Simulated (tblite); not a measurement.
Compound: C5H10GaN.
Numbering: `[CH:1]#[C:2][Ga:3]([CH2:4][CH3:5])[NH:6][CH3:7]` (hydrogens: H8 on C1; H9, H10 on C4; H11, H12, H13 on C5; H14 on N6; H15, H16, H17 on C7)

Computed with GFN2-xTB (tblite), gas phase: L-BFGS steps from a force-field or distance-geometry start until the largest atomic force falls under 0.01 eV/Å.

Step 52: E = -539.0159 eV
```
atom  x, y, z in Å  |  force x, y, z in eV/Å
C1     -1.5370    1.7294   -2.1917    0.032  -0.037   0.022
C2     -0.9155    1.1921   -1.3051   -0.007   0.011  -0.020
Ga3    -0.0531    0.0131    0.0315    0.043  -0.080   0.071
C4      1.8905    0.0667    0.6869   -0.027  -0.002  -0.003
C5      2.8709    0.6431   -0.3336   -0.002   0.005   0.005
N6     -1.1588   -1.2206    0.8791    0.013   0.019  -0.023
C7     -2.6192   -1.1502    0.8671   -0.003  -0.001  -0.006
H8     -2.0613    2.2234   -2.9635    0.006   0.038   0.021
H9      1.9170    0.6513    1.6152    0.016   0.007  -0.043
H10     2.1721   -0.9596    0.9559   -0.017   0.035   0.008
H11     2.5204    1.6031   -0.7172   -0.023   0.001   0.009
H12     3.8552    0.7997    0.1116   -0.015  -0.034  -0.012
H13     2.9760   -0.0374   -1.1790    0.028   0.035  -0.024
H14    -0.8561   -2.1903    0.9079   -0.006   0.011   0.031
H15    -2.9098   -0.1026    0.9742   -0.036  -0.019  -0.052
H16    -3.0616   -1.5374   -0.0588   -0.029  -0.006   0.019
H17    -3.0367   -1.7119    1.7093    0.025   0.017  -0.004
```

Step 53: E = -539.0169 eV
```
atom  x, y, z in Å  |  force x, y, z in eV/Å
C1     -1.5321    1.7297   -2.1896    0.053  -0.059   0.064
C2     -0.9171    1.1969   -1.2954   -0.016   0.017  -0.043
Ga3    -0.0536    0.0132    0.0366    0.062  -0.059   0.076
C4      1.8933    0.0685    0.6896   -0.071  -0.024   0.010
C5      2.8685    0.6438   -0.3355   -0.006  -0.003   0.002
N6     -1.1603   -1.2234    0.8761    0.024   0.024  -0.022
C7     -2.6205   -1.1514    0.8642    0.006   0.005  -0.001
H8     -2.0540    2.2215   -2.9636   -0.004   0.049   0.002
H9      1.9260    0.6514    1.6185    0.007   0.013  -0.049
H10     2.1679   -0.9601    0.9586    0.009   0.044  -0.008
H11     2.5151    1.6028   -0.7175   -0.027   0.018   0.007
H12     3.8545    0.8011    0.1034    0.009  -0.029   0.006
H13     2.9704   -0.0352   -1.1819    0.023   0.015  -0.035
H14    -0.8576   -2.1927    0.9098   -0.006   0.003   0.031
H15    -2.9084   -0.1018    0.9625   -0.042  -0.037  -0.056
H16    -3.0628   -1.5471   -0.0583   -0.034   0.000   0.027
H17    -3.0363   -1.7053    1.7123    0.014   0.020  -0.010
```

Step 54: E = -539.0183 eV
```
atom  x, y, z in Å  |  force x, y, z in eV/Å
C1     -1.5255    1.7292   -2.1867    0.038  -0.046   0.062
C2     -0.9204    1.2010   -1.2836    0.014  -0.013  -0.013
Ga3    -0.0537    0.0123    0.0441    0.066  -0.016   0.054
C4      1.8953    0.0704    0.6925   -0.089  -0.037   0.016
C5      2.8651    0.6446   -0.3380   -0.005  -0.007  -0.005
N6     -1.1621   -1.2271    0.8703    0.032   0.014  -0.015
C7     -2.6218   -1.1529    0.8598    0.015   0.005   0.003
H8     -2.0440    2.2210   -2.9624   -0.010   0.055  -0.014
H9      1.9375    0.6519    1.6215   -0.011   0.027  -0.046
H10     2.1624   -0.9598    0.9624    0.041   0.039  -0.027
H11     2.5088    1.6030   -0.7178   -0.029   0.032   0.010
H12     3.8538    0.8021    0.0936    0.020  -0.023   0.024
H13     2.9644   -0.0314   -1.1864    0.010  -0.012  -0.043
H14    -0.8599   -2.1956    0.9154   -0.002  -0.003   0.030
H15    -2.9063   -0.1014    0.9462   -0.053  -0.040  -0.056
H16    -3.0662   -1.5592   -0.0570   -0.033   0.002   0.030
H17    -3.0345   -1.6963    1.7160   -0.005   0.022  -0.010
```

Question: Estimate the geometry and energy of step 55. (The exact step hangs on the optimiser's Hessian estimate; all steps are aligned on step 54, rigid shifts and turns removed.)

Answer: E = -539.0198 eV, largest force 0.089 eV/Å
```
atom  x, y, z in Å  |  force x, y, z in eV/Å
C1     -1.5174    1.7282   -2.1831    0.029  -0.031   0.071
C2     -0.9247    1.2057   -1.2683    0.027  -0.030  -0.010
Ga3    -0.0537    0.0124    0.0559    0.049   0.033   0.007
C4      1.8954    0.0721    0.6957   -0.059  -0.029   0.009
C5      2.8597    0.6455   -0.3412   -0.005  -0.012  -0.016
N6     -1.1630   -1.2321    0.8634    0.027   0.000  -0.005
C7     -2.6220   -1.1547    0.8544    0.014   0.005   0.005
H8     -2.0311    2.2219   -2.9615    0.002   0.040  -0.004
H9      1.9501    0.6524    1.6244   -0.032   0.042  -0.038
H10     2.1588   -0.9585    0.9657    0.064   0.019  -0.040
H11     2.5013    1.6040   -0.7191   -0.027   0.032   0.021
H12     3.8515    0.8018    0.0834    0.021  -0.016   0.034
H13     2.9555   -0.0276   -1.1924   -0.005  -0.029  -0.035
H14    -0.8623   -2.1999    0.9232    0.005  -0.009   0.029
H15    -2.9032   -0.1012    0.9242   -0.061  -0.039  -0.052
H16    -3.0696   -1.5742   -0.0550   -0.027  -0.001   0.031
H17    -3.0325   -1.6840    1.7201   -0.023   0.024  -0.007
```

The energy changes by -0.0015 eV. The first-order estimate −F·Δx gives -0.0021 eV and the mean of the old and new forces, exact on a quadratic surface, -0.0015 eV. The step makes an angle of 79° with the force vector and moves no atom by more than 0.022 Å.

The cost below is that of the whole relaxation. Time: 1.4 s wall. Hardware: Arm Neoverse N1, one thread, shared host with 64 logical CPUs at a one-minute load of 62.
